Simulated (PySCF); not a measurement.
C3HBrClF. Atoms are numbered in the order given.

```xyz
7

F      1.2655    -1.7202    -0.1939
C      0.5545    -0.6503     0.1082
Br     1.6251     0.8507     0.4637
C     -0.7494    -0.6253     0.1640
C     -2.0525    -0.5608     0.2362
Cl    -3.0689    -0.1474    -1.0995
H     -2.6096    -0.7674     1.1563
```

Geometry optimised at PBE0-D3(BJ)/def2-SVP. The structure was generated by enumeration, and PubChem lists no compound with its InChIKey, so it may never have been made.

These are PBE0-D3(BJ)/def2-SVP (PySCF) values and carry that method's errors.

Frequencies are harmonic and unscaled.

```json
[
 {"mode": "1", "ν (cm⁻¹)": "73", "IR (km/mol)": "0.1", "moving atoms (share of kinetic energy)": "Cl 40 %, Br 31 %, C 21 %, F 9 %"},
 {"mode": "2", "ν (cm⁻¹)": "111", "IR (km/mol)": "0.0", "moving atoms (share of kinetic energy)": "C 41 %, F 31 %, Cl 25 %"},
 {"mode": "3", "ν (cm⁻¹)": "226", "IR (km/mol)": "1.9", "moving atoms (share of kinetic energy)": "C 59 %, H 18 %, Cl 9 %, Br 8 %"},
 {"mode": "4", "ν (cm⁻¹)": "323", "IR (km/mol)": "1.4", "moving atoms (share of kinetic energy)": "F 57 %, C 23 %, Br 9 %"},
 {"mode": "5", "ν (cm⁻¹)": "399", "IR (km/mol)": "0.3", "moving atoms (share of kinetic energy)": "C 42 %, F 21 %, Br 19 %, Cl 15 %"},
 {"mode": "6", "ν (cm⁻¹)": "461", "IR (km/mol)": "7.4", "moving atoms (share of kinetic energy)": "C 80 %, Br 9 %"},
 {"mode": "7", "ν (cm⁻¹)": "547", "IR (km/mol)": "4.9", "moving atoms (share of kinetic energy)": "C 85 %, F 8 %"},
 {"mode": "8", "ν (cm⁻¹)": "671", "IR (km/mol)": "65.3", "moving atoms (share of kinetic energy)": "C 70 %, F 24 %"},
 {"mode": "9", "ν (cm⁻¹)": "794", "IR (km/mol)": "176.5", "moving atoms (share of kinetic energy)": "C 73 %, Cl 20 %"},
 {"mode": "10", "ν (cm⁻¹)": "835", "IR (km/mol)": "14.3", "moving atoms (share of kinetic energy)": "H 69 %, C 30 %"},
 {"mode": "11", "ν (cm⁻¹)": "1101", "IR (km/mol)": "189.6", "moving atoms (share of kinetic energy)": "C 68 %, F 20 %, H 11 %"},
 {"mode": "12", "ν (cm⁻¹)": "1227", "IR (km/mol)": "75.1", "moving atoms (share of kinetic energy)": "H 76 %, C 18 %"},
 {"mode": "13", "ν (cm⁻¹)": "1438", "IR (km/mol)": "59.3", "moving atoms (share of kinetic energy)": "C 85 %, F 8 %"},
 {"mode": "14", "ν (cm⁻¹)": "2103", "IR (km/mol)": "366.9", "moving atoms (share of kinetic energy)": "C 99 %"},
 {"mode": "15", "ν (cm⁻¹)": "3202", "IR (km/mol)": "1.3", "moving atoms (share of kinetic energy)": "H 91 %, C 9 %"}
]
```
